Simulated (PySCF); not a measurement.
Bromine monofluoride, BrF.
Z-matrix (Å and degrees, PBE0-D3(BJ)/def2-SVP geometry), rows numbered from 1:
```
F 
Br  1  1.7724
```

Level of theory: core-valence-separated Tamm–Dancoff BHandHLYP/aug-pcX-1 (def2-SVPD on Br) in PySCF, non-relativistic, gas phase, PBE0-D3(BJ)/def2-SVP geometry. The energies are unshifted.

Q: Give energies, oscillator strengths and core holes at the F K edge.

A: 
```csv
E (eV),f,core hole on,main final orbital,polarisation
679.54,0.0480,F1,LUMO (92 %),along the axis
687.84,0.0026,F1,LUMO+1 (63 %),along the axis
689.25,0.0020,F1,LUMO+4 (55 %),along the axis
689.39,0.0062,F1,"LUMO+2/LUMO+3 (2 roots, f summed)",across the axis
690.59,0.0230,F1,"LUMO+8/LUMO+9 (2 roots, f summed)",across the axis
```

The first line with a tenth or more of the strongest one's intensity is at 679.54 eV (f = 0.048), with the hole on F1 (fluorine bonded to Br), polarised along the axis. It is also the strongest listed.

Roots within 0.03 eV whose holes lie on the same, on equivalent or on shared atoms are summed into one line, and the highest roots are left out, as the search may have cut off their partners. Final orbitals are the ground state's empty Kohn–Sham orbitals.

Q: What are the wavelength and the wavenumber of the 679.54 eV line?

A: λ = 12398.42 eV Å/679.54 eV = 18.245 Å; 5.4809 × 10⁶ cm⁻¹.

The list ends where the root search ended, not at a threshold. The BHandHLYP/aug-pcX-1 (def2-SVPD on Br) calculation is non-relativistic and has no spin–orbit coupling, an omission that weighs most on bromine.
